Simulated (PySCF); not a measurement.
F2HInSe. Atoms are numbered in the order given.

```xyz
5

In     0.0037     0.6684     0.0000
F      1.6044     1.7921     0.0000
F     -1.6653     1.6922     0.0000
Se     0.0527    -1.8311     0.0000
H     -1.4256    -1.8540     0.0000
```

Geometry optimised at B3LYP-D3(BJ)/def2-SVP. The structure was generated by enumeration; whether it is a known compound was not checked. The def2 effective core potentials stand for the cores of In; spin–orbit coupling is left out. Other conformers were not sampled.

Level of theory: B3LYP-D3(BJ)/def2-SVP (PySCF 2.14.0).

Frequencies are harmonic and unscaled.

```json
[
 {"mode": "1", "ν (cm⁻¹)": "73", "IR (km/mol)": "7.6", "Raman (Å⁴/amu)": "1.4", "depolarisation": "0.75", "moving atoms (share of kinetic energy)": "F 61 %, In 22 %, Se 16 %"},
 {"mode": "2", "ν (cm⁻¹)": "116", "IR (km/mol)": "24.7", "Raman (Å⁴/amu)": "0.6", "depolarisation": "0.75", "moving atoms (share of kinetic energy)": "F 57 %, In 38 %"},
 {"mode": "3", "ν (cm⁻¹)": "132", "IR (km/mol)": "30.0", "Raman (Å⁴/amu)": "1.3", "depolarisation": "0.71", "moving atoms (share of kinetic energy)": "F 89 %"},
 {"mode": "4", "ν (cm⁻¹)": "201", "IR (km/mol)": "6.5", "Raman (Å⁴/amu)": "3.2", "depolarisation": "0.75", "moving atoms (share of kinetic energy)": "H 97 %"},
 {"mode": "5", "ν (cm⁻¹)": "243", "IR (km/mol)": "10.8", "Raman (Å⁴/amu)": "11.5", "depolarisation": "0.19", "moving atoms (share of kinetic energy)": "Se 59 %, In 35 %"},
 {"mode": "6", "ν (cm⁻¹)": "604", "IR (km/mol)": "59.1", "Raman (Å⁴/amu)": "11.6", "depolarisation": "0.09", "moving atoms (share of kinetic energy)": "F 89 %, In 10 %"},
 {"mode": "7", "ν (cm⁻¹)": "621", "IR (km/mol)": "59.5", "Raman (Å⁴/amu)": "6.5", "depolarisation": "0.71", "moving atoms (share of kinetic energy)": "F 81 %, In 17 %"},
 {"mode": "8", "ν (cm⁻¹)": "632", "IR (km/mol)": "2.5", "Raman (Å⁴/amu)": "4.9", "depolarisation": "0.65", "moving atoms (share of kinetic energy)": "H 96 %"},
 {"mode": "9", "ν (cm⁻¹)": "2403", "IR (km/mol)": "4.9", "Raman (Å⁴/amu)": "143.2", "depolarisation": "0.30", "moving atoms (share of kinetic energy)": "H 99 %"}
]
```
